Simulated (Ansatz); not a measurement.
C$_{3}$H$_{8}$BNO, SMILES `BC(O)C(=C)N`, relaxed with RKS PBE0-D4/def2-TZVP in the Gaussian-basis code of Ansatz from a PBE-D4/def2-SVP geometry. The force threshold is 0.005 eV/Å; the program also tests the step.

Charge 0, multiplicity 1.

Start:

```xyz
14

B     0.613   -0.100   -1.719
C     0.009   -0.847   -0.473
O     0.964   -1.734    0.122
C    -0.318    0.327    0.451
C    -1.581    0.716    0.752
N     0.857    0.981    0.831
H    -0.129    0.565   -2.416
H     1.801   -0.166   -1.970
H    -0.947   -1.361   -0.733
H     0.532   -2.132    0.903
H    -2.442    0.176    0.336
H    -1.780    1.602    1.375
H     0.777    1.643    1.606
H     1.644    0.331    0.936
```

**Question.** How much energy does the relaxation release, and in how many steps? (An estimate is asked.)

**Answer.** The calculation gave: 0.07 eV, in 10 steps.

**Question.** Which bonds change most? (An estimate is asked.)

**Answer.** The calculation gave: B1–H7 from 1.216 to 1.194 Å; B1–H8 from 1.217 to 1.194 Å; C4–C5 from 1.355 to 1.335 Å; C2–C4 from 1.529 to 1.511 Å.

**Question.** Give the relaxed structure. (Best estimate.)

**Answer.** Ansatz gave: 
```xyz
14

B     0.632   -0.121   -1.743
C     0.012   -0.806   -0.479
O     0.924   -1.724    0.117
C    -0.313    0.334    0.459
C    -1.561    0.690    0.772
N     0.838    1.007    0.845
H    -0.076    0.566   -2.417
H     1.784   -0.271   -2.022
H    -0.932   -1.301   -0.746
H     0.490   -2.115    0.883
H    -2.402    0.147    0.366
H    -1.770    1.547    1.403
H     0.734    1.648    1.616
H     1.639    0.401    0.946
```
